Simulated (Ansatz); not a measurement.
Molecule: HO2 (charge -1, singlet). 
Structure (B3LYP-D3(BJ)/def2-TZVP (Ansatz, an electronic-structure program) minimum search):
```xyz
3

O      0.7265    -0.3717     0.0118
O     -0.5779     0.4130    -0.0122
H     -1.1888    -0.3307     0.0026
```
Charge -1, spin multiplicity 1.

Basis-set convergence of Hartree-Fock and MP2 correlation energies (hartree) with Ansatz. Correlated levels leave the core frozen unless marked. Spin-orbit coupling is left out. No relativistic terms. This anion needs diffuse functions, which these sets lack.

```json
[
 {"basis": "def2-SVP", "functions": "33", "E(HF)": "-150.00536", "E(corr, MP2)": "-0.37334"},
 {"basis": "def2-TZVPP", "functions": "76", "E(HF)": "-150.21540", "E(corr, MP2)": "-0.49755"},
 {"basis": "def2-QZVPP", "functions": "144", "E(HF)": "…", "E(corr, MP2)": "…"}
]
```

**Question.** Some entries are withheld; supply them.

**Answer.** 
- def2-QZVPP, E(HF): -150.22594
- def2-QZVPP, E(corr, MP2): -0.54302
